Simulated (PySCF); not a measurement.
Compound: C2H6B2ClN.
Atom-mapped SMILES: `[CH2:1]=[C:2]([Cl:3])[BH:4][BH:5][NH2:6]` (hydrogens: H7, H8 on C1; H9 on B4; H10 on B5; H11, H12 on N6)

Computed by this run: PySCF 2.14.0, PBE0-D3(BJ)/def2-SVP geometry optimisation, gas phase; density fitting, grid level 1; the optimiser is geomeTRIC in internal coordinates, started from a GFN2-xTB structure with every atom displaced at random (about 0.01 Å).

Step 0: E = -17518.8186 eV
```
atom  x, y, z in Å  |  force x, y, z in eV/Å
C1      1.9935   -0.0787   -1.2458   -1.774   1.657  -0.411
C2      0.6816   -0.0123   -0.9685    1.883   0.390  -0.654
Cl3    -0.2996    1.3884   -1.4639    0.012   0.015   0.019
B4     -0.4381   -0.7480   -0.2748   -0.529  -0.154   0.549
B5     -0.7876   -0.5202    1.3378   -0.159   0.812   0.395
N6     -1.3475    0.6584    1.8348    0.145  -0.605   0.391
H7      2.5073    0.7219   -1.7797   -0.026   0.056  -0.065
H8      2.5624   -0.9049   -0.9484    0.908  -1.549   0.607
H9     -1.1277   -1.4247   -0.9474   -0.489  -0.576  -0.560
H10    -0.5354   -1.3435    2.1621    0.164  -0.535   0.290
H11    -1.5965    1.4334    1.2614   -0.154   0.627  -0.565
H12    -1.5417    0.8268    2.8141    0.020  -0.138   0.004
```

Step 1: E = -17518.9231 eV
```
atom  x, y, z in Å  |  force x, y, z in eV/Å
C1      2.0262   -0.0772   -1.3517    0.480  -0.340   0.347
C2      0.7754   -0.0114   -0.9284   -0.337  -0.166  -0.056
Cl3    -0.2673    1.3868   -1.3175   -0.075   0.202  -0.116
B4     -0.4121   -0.7322   -0.2331    0.088  -0.037   0.021
B5     -0.8112   -0.4883    1.3954    0.022  -0.040  -0.025
N6     -1.4138    0.6750    1.8590   -0.031   0.130  -0.016
H7      2.5098    0.7180   -1.9211   -0.013   0.029  -0.021
H8      2.6275   -0.9558   -1.0558   -0.205   0.285  -0.214
H9     -1.0777   -1.4418   -0.9630    0.029   0.031   0.048
H10    -0.5925   -1.3643    2.2134    0.004   0.010  -0.031
H11    -1.6201    1.4673    1.2583    0.027  -0.108   0.053
H12    -1.6735    0.8204    2.8260    0.009   0.003   0.009
```

Q: Estimate the geometry and energy of step 2. (The exact step hangs on the optimiser's Hessian estimate; all steps are aligned on step 1, rigid shifts and turns removed.)

A: E = -17518.9364 eV, largest force 0.274 eV/Å
```
atom  x, y, z in Å  |  force x, y, z in eV/Å
C1      2.0259   -0.0754   -1.3152    0.035  -0.042   0.176
C2      0.7585   -0.0177   -0.9295   -0.105  -0.024  -0.252
Cl3    -0.2650    1.3866   -1.3811   -0.009   0.032   0.037
B4     -0.4326   -0.7406   -0.2485    0.057   0.002   0.082
B5     -0.8132   -0.4849    1.3815   -0.030  -0.018   0.042
N6     -1.4013    0.6781    1.8662    0.021   0.017  -0.054
H7      2.4973    0.7337   -1.8766    0.031  -0.018  -0.010
H8      2.6243   -0.9519   -1.0461   -0.028   0.057  -0.025
H9     -1.0906   -1.4613   -0.9704    0.005   0.013   0.017
H10    -0.5792   -1.3609    2.1936    0.023  -0.027  -0.017
H11    -1.6163    1.4669    1.2684   -0.014   0.012   0.017
H12    -1.6370    0.8240    2.8395    0.013  -0.002  -0.011
```

The energy changes by -0.0133 eV. The first-order estimate −F·Δx gives -0.0240 eV and the mean of the old and new forces, exact on a quadratic surface, -0.0132 eV. The step makes an angle of 77° with the force vector and moves no atom by more than 0.064 Å.

The cost below is that of the whole optimisation. Time: 44 s wall; peak memory 0.49 GiB. Hardware: an Arm Neoverse V2 with one thread, shared host with 32 logical CPUs at a one-minute load of 21.
